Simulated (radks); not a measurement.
Rb, 37 electrons, occupied as [Kr] 5s1. All-electron calculation, scalar-relativistic Kohn-Sham, LDA (Slater exchange, Perdew-Wang correlation), spin-polarised, spherical densities, finite nucleus; open shells are filled with parallel spins first (spin-orbit coupling, left out, can overturn this in heavy ions); Fermi nuclear charge, rms radius 4.2036 fm. Program: a radial shooting solver on a logarithmic mesh with Libxc functionals.

Local quantities along the radius. ELF = 1/(1 + alpha^2) is the electron localisation function; alpha = (tau - tau_W)/tau_unif compares the Pauli kinetic energy density with that of the uniform gas (summed over spins). tau is taken from the large components.

```
   r/bohr * ELF (the largest magnitude, 1, reaches the edge; | marks zero)
 0.001577 |                                                      *
  0.00212 |                                                      *
 0.002873 |                                                      *
 0.003894 |                                                      *
 0.005235 |                                                      *
 0.007095 |                                                      *
 0.009539 |                                                      *
  0.01293 |                                                      *
  0.01738 |                                                      *
  0.02356 |                                                    *
  0.03192 |                                               *
  0.04292 |                               *
  0.05817 |                *
  0.07821 |                     *
    0.106 |                                     *
   0.1436 |                                          *
   0.1931 |                           *
   0.2617 |             *
   0.3519 |                               *
   0.4769 |                                          *
   0.6464 |                                  *
    0.869 |           *
    1.178 |                        *
    1.583 |                                            *
    2.146 |                                      *
    2.885 |            *
     3.91 |             *
      5.3 |                                                   *
    7.125 |                                                      *
    9.656 |                                                      *
    12.98 |                                                      *
```

On this mesh the ELF has minima near r = 0.058, 0.26, 0.87, 3.4 bohr, which separate the shells, and maxima near 0.0016 (1.00), 0.14 (0.78), 0.48 (0.78), 1.6 (0.82).
